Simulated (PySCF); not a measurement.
Diagnose this run.

A core-ionisation job on [C2H12BNPSi]+, SMILES `B[PH2+][SiH2]N(C)C` (charge +1). Theory: delta-SCF UKS SCAN, pcX-2 on the ionised atom, pcseg-1 elsewhere, spin-free X2C in PySCF 2.14.0.

Driver input (Å, PBE0-D3(BJ)/def2-SVP geometry):

```
{"job": {"kind": "xps"}, "charge": 1, "multiplicity": 1}
B      2.6760     0.0321     0.7310
P      1.8247     1.1883    -0.5361
Si    -0.2195     0.2326    -1.4246
N     -1.1697    -0.3473    -0.1563
C     -0.8892    -1.6295     0.4627
C     -2.1370     0.4795     0.5463
H      3.4784    -0.7561     0.3164
H      2.2931     0.0963     1.8657
H      2.6969     1.5263    -1.5975
H      1.4971     2.4268     0.0617
H      0.3788    -0.8240    -2.2723
H     -0.7662     1.4374    -2.0899
H     -0.2467    -2.2476    -0.1821
H     -0.3930    -1.5105     1.4446
H     -1.8252    -2.1876     0.6275
H     -1.7940     0.7291     1.5657
H     -2.3206     1.4170     0.0023
H     -3.0980    -0.0531     0.6318
```

Output:

```
ground state, core basis on atom 0 (B), 183 functions
  cycle   1  E = -794.79439734  |g| = 3.98e-01
  cycle   2  E = -794.63310340  |g| = 8.37e-01
  cycle   3  E = -794.83164291  |g| = 1.81e-01
  cycle   4  E = -794.84033578  |g| = 4.27e-02
  cycle   5  E = -794.84086865  |g| = 1.09e-02
  cycle   6  E = -794.84090185  |g| = 2.86e-03
  cycle   7  E = -794.84090362  |g| = 1.26e-03
  cycle   8  E = -794.84090352  |g| = 2.30e-04
  E(ground) = -794.90486904 Eh
hole in B 1s of atom 0
  cycle   1  E = -787.01941463  |g| = 1.14e+00
  cycle   2  E = -785.07802885  |g| = 1.99e+00
  cycle   3  E = -787.15007049  |g| = 6.75e-01
  cycle   4  E = -786.70462428  |g| = 9.39e-01
  cycle   5  E = -787.40440141  |g| = 2.79e-01
  cycle   6  E = -787.37400732  |g| = 3.79e-01
  cycle   7  E = -787.47642705  |g| = 2.10e-01
  cycle   8  E = -787.48931192  |g| = 1.65e-01
  cycle   9  E = -787.50262484  |g| = 1.05e-01
  cycle  10  E = -787.50991100  |g| = 2.93e-02
  cycle  11  E = -787.51044294  |g| = 1.06e-02
  cycle  12  E = -787.51051636  |g| = 3.14e-03
  cycle  13  E = -787.51052534  |g| = 8.63e-04
  cycle  14  E = -787.51052557  |g| = 3.07e-04
  E(ion) = -787.57309308 Eh   <S^2> = 1.6701   hole on atom = 1.000   binding energy = 199.508 eV
ground state, core basis on atom 1 (P), 194 functions
  cycle   1  E = -794.96370808  |g| = 3.38e-01
  cycle   2  E = -794.96365696  |g| = 2.85e-02
  cycle   3  E = -794.96330256  |g| = 4.50e-02
  cycle   4  E = -794.96391488  |g| = 9.69e-03
  cycle   5  E = -794.96393884  |g| = 2.92e-03
  cycle   6  E = -794.96393880  |g| = 3.84e-04
  E(ground) = -794.99589763 Eh
hole in P 1s of atom 1
  cycle   1  E = -714.58884858  |g| = 4.72e+00
  cycle   2  E = -710.37607037  |g| = 3.04e+00
  cycle   3  E = -688.32822065  |g| = 4.63e+00
  cycle   4  E = -715.13854668  |g| = 8.95e-01
  cycle   5  E = -715.61640047  |g| = 4.40e-01
  cycle   6  E = -715.72960090  |g| = 1.61e-01
  cycle   7  E = -715.74535237  |g| = 5.55e-02
  cycle   8  E = -715.74663751  |g| = 2.64e-02
  cycle   9  E = -715.74692116  |g| = 8.68e-03
  cycle  10  E = -715.74696160  |g| = 2.39e-03
  cycle  11  E = -715.74696386  |g| = 6.66e-04
  cycle  12  E = -715.74696371  |g| = 2.12e-04
  E(ion) = -715.77938708 Eh   <S^2> = 0.7520   hole on atom = 1.000   binding energy = 2155.591 eV
hole in P 2p of atom 1
  cycle   1  E = -789.32177688  |g| = 1.39e+00
  cycle   2  E = -786.73330188  |g| = 2.20e+00
  cycle   3  E = -789.28839218  |g| = 8.32e-01
  cycle   4  E = -789.66115205  |g| = 3.56e-01
  cycle   5  E = -789.70691131  |g| = 1.53e-01
  cycle   6  E = -789.71855572  |g| = 3.83e-02
  cycle   7  E = -789.71929284  |g| = 1.49e-02
  cycle   8  E = -789.71943435  |g| = 3.75e-03
  cycle   9  E = -789.71944498  |g| = 1.39e-03
  cycle  10  E = -789.71944640  |g| = 6.19e-04
  cycle  11  E = -789.71944740  |g| = 3.78e-04
  E(ion) = -789.76149592 Eh   <S^2> = 0.7539   hole on atom = 1.002   binding energy = 142.435 eV
  2p3/2 = 142.106 eV   2p1/2 = 142.993 eV
ground state, core basis on atom 2 (Si), 194 functions
  cycle   1  E = -794.94765920  |g| = 2.89e-01
  cycle   2  E = -794.94756959  |g| = 5.14e-02
  cycle   3  E = -794.94737561  |g| = 5.02e-02
  cycle   4  E = -794.94813463  |g| = 8.57e-03
  cycle   5  E = -794.94815538  |g| = 3.32e-03
  cycle   6  E = -794.94815601  |g| = 5.18e-04
  cycle   7  E = -794.94815825  |g| = 1.19e-04
  E(ground) = -794.96909797 Eh
hole in Si 1s of atom 2
  cycle   1  E = -725.82098480  |g| = 4.35e+00
  cycle   2  E = -725.57365439  |g| = 2.29e+00
  cycle   3  E = -726.15621536  |g| = 1.03e+00
  cycle   4  E = -726.74241197  |g| = 5.16e-01
  cycle   5  E = -726.83053261  |g| = 3.17e-01
  cycle   6  E = -726.88535470  |g| = 7.53e-02
  cycle   7  E = -726.88865225  |g| = 2.24e-02
  cycle   8  E = -726.88901976  |g| = 5.11e-03
  cycle   9  E = -726.88903635  |g| = 2.01e-03
  cycle  10  E = -726.88903968  |g| = 6.16e-04
  cycle  11  E = -726.88904091  |g| = 3.56e-04
  E(ion) = -726.91844002 Eh   <S^2> = 0.7531   hole on atom = 1.000   binding energy = 1851.753 eV
hole in Si 2p of atom 2
  cycle   1  E = -790.47954515  |g| = 1.24e+00
  cycle   2  E = -790.11396262  |g| = 1.28e+00
  cycle   3  E = -790.70485615  |g| = 4.18e-01
  cycle   4  E = -790.78414993  |g| = 2.41e-01
  cycle   5  E = -790.80721782  |g| = 1.08e-01
  cycle   6  E = -790.81442648  |g| = 1.65e-02
  cycle   7  E = -790.81460655  |g| = 5.57e-03
  cycle   8  E = -790.81462647  |g| = 1.85e-03
  cycle   9  E = -790.81462868  |g| = 6.88e-04
  cycle  10  E = -790.81462883  |g| = 4.02e-04
  E(ion) = -790.84755927 Eh   <S^2> = 0.7541   hole on atom = 1.002   binding energy = 112.153 eV
  2p3/2 = 111.890 eV   2p1/2 = 112.517 eV
ground state, core basis on atom 3 (N), 183 functions
  cycle   1  E = -794.86538489  |g| = 7.54e-02
  cycle   2  E = -794.86532086  |g| = 2.85e-02
  cycle   3  E = -794.86514578  |g| = 4.04e-02
  cycle   4  E = -794.86550313  |g| = 7.19e-03
  cycle   5  E = -794.86551826  |g| = 9.38e-04
  cycle   6  E = -794.86551733  |g| = 2.14e-04
  E(ground) = -794.92527452 Eh
hole in N 1s of atom 3
  cycle   1  E = -779.10737427  |g| = 1.88e+00
  cycle   2  E = -778.17472888  |g| = 2.26e+00
  cycle   3  E = -779.77103274  |g| = 4.23e-01
  cycle   4  E = -779.83200043  |g| = 1.12e-01
  cycle   5  E = -779.83799106  |g| = 3.44e-02
  cycle   6  E = -779.83884573  |g| = 6.53e-03
  cycle   7  E = -779.83887493  |g| = 2.28e-03
  cycle   8  E = -779.83887875  |g| = 1.17e-03
  cycle   9  E = -779.83887997  |g| = 3.16e-04
  E(ion) = -779.89777397 Eh   <S^2> = 0.7664   hole on atom = 1.000   binding energy = 408.919 eV
ground state, core basis on atom 4 (C), 183 functions
  cycle   1  E = -794.85014676  |g| = 5.68e-02
  cycle   2  E = -794.85007969  |g| = 2.10e-02
  cycle   3  E = -794.84990426  |g| = 3.38e-02
  cycle   4  E = -794.85018547  |g| = 3.09e-03
  cycle   5  E = -794.85019114  |g| = 5.06e-04
  cycle   6  E = -794.85019075  |g| = 9.82e-05
  E(ground) = -794.91161932 Eh
hole in C 1s of atom 4
  cycle   1  E = -783.42928505  |g| = 1.50e+00
  cycle   2  E = -782.71979677  |g| = 1.84e+00
  cycle   3  E = -783.94523279  |g| = 3.27e-01
  cycle   4  E = -783.98396542  |g| = 1.07e-01
  cycle   5  E = -783.98848151  |g| = 5.09e-02
  cycle   6  E = -783.98950586  |g| = 1.63e-02
  cycle   7  E = -783.98962011  |g| = 7.76e-03
  cycle   8  E = -783.98965841  |g| = 2.14e-03
  cycle   9  E = -783.98966300  |g| = 1.10e-03
  cycle  10  E = -783.98966406  |g| = 4.81e-04
  E(ion) = -784.05002583 Eh   <S^2> = 0.7700   hole on atom = 1.000   binding energy = 295.559 eV
```

The program numbers atoms from 0. E(ground) and E(ion) are re-evaluated on a finer grid than the cycles, so they differ from the last cycles; that is no fault. The 2p3/2 and 2p1/2 values come from a spin–orbit splitting computed afterwards; their 2:1 mean is the average over the three 2p orbitals and can differ from the one hole solved.

Do all binding energies of this run deserve the same trust?

No. Every hole passed the driver's convergence checks (|g| < 5e-4, core orbital emptied to over 0.9), but ⟨S²⟩ is 1.670 for B1s on atom 0, against 0.75 for a pure doublet, so the unrestricted ion state holds higher spin components.

What would you do next?

Recompute such holes with a restricted open-shell or spin-projected scheme and compare; until then these binding energies are doubtful.
